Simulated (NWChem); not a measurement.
Species: C4H2ClF; SMILES C#C/C=C(\F)Cl

```xyz
8

C      0.0583     3.1548     0.0000
C      0.3507     1.9803     0.0000
C      0.7475     0.6202     0.0000
C     -0.1279    -0.3947     0.0000
F     -1.4434    -0.2188     0.0000
Cl     0.3204    -2.0662     0.0000
H     -0.2193     4.1841     0.0000
H      1.8056     0.3785     0.0000
```
Atoms are numbered in this order, from 1.

Level: B3LYP/6-31G* (spherical d) (NWChem), optimised geometry, unscaled harmonic frequencies. 

Q: List the harmonic frequencies with IR intensities, and the thermochemistry.

A: 
| frequency (cm⁻¹) | IR intensity (km/mol) |
|---|---|
| 135 | 0.8 |
| 140 | 0.1 |
| 331 | 1.7 |
| 395 | 3.0 |
| 450 | 0.5 |
| 487 | 9.0 |
| 554 | 27.6 |
| 586 | 26.0 |
| 655 | 38.2 |
| 835 | 18.8 |
| 853 | 78.3 |
| 1028 | 52.5 |
| 1131 | 99.4 |
| 1371 | 44.3 |
| 1713 | 136.6 |
| 2229 | 1.1 |
| 3216 | 6.4 |
| 3497 | 75.2 |

```yaml
zero_point_energy: 28.0 kcal/mol
thermal correction to the enthalpy at 298.15 K (with zero-point energy): 32.4 kcal/mol
heat capacity Cv: 20.6 cal/(mol K)
entropy at 298.15 K and 1 atm (symmetry number 1): 78.4 cal/(mol K)
dipole_moment: 0.94 D
```

Rigid rotor and harmonic oscillator.
